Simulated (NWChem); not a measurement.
CHBrCl$_{2}$ in NWChem

SMILES: ClC(Br)Cl
```xyz
5

Cl     1.3262    -0.1052    -1.4724
C      0.5109     0.4671     0.0000
Cl     1.3262    -0.1052     1.4724
Br    -1.3913    -0.0227     0.0000
H      0.5392     1.5693     0.0000
```
Charge 0, spin multiplicity 1.

Everything below was run with NWChem. The geometry was optimised at PBE/def2-SVP, a minimum by its harmonic frequencies.

The Hamiltonian is non-relativistic. The structure started from a generated list of species. No SCF solution was tested for a lower state.

Worked example. At BLYP/def2-TZVP the molecule has a total energy of -3533.29630 Ha and the free atoms (multiplicities Cl 2, C 3, Br 2, H 2) Cl -460.15031, H -0.49755, Br -2574.13892, C -37.84656 Ha. The electronic atomisation energy is the atoms' sum less the molecule's energy.

2·(-460.15031) + 1·(-37.84656) + 1·(-2574.13892) + 1·(-0.49755) = -3532.78365 Ha for the atoms; less the molecule's energy this leaves 0.51265 Ha, or 321.7 kcal/mol (1346 kJ/mol), without zero-point, thermal or spin-orbit terms.
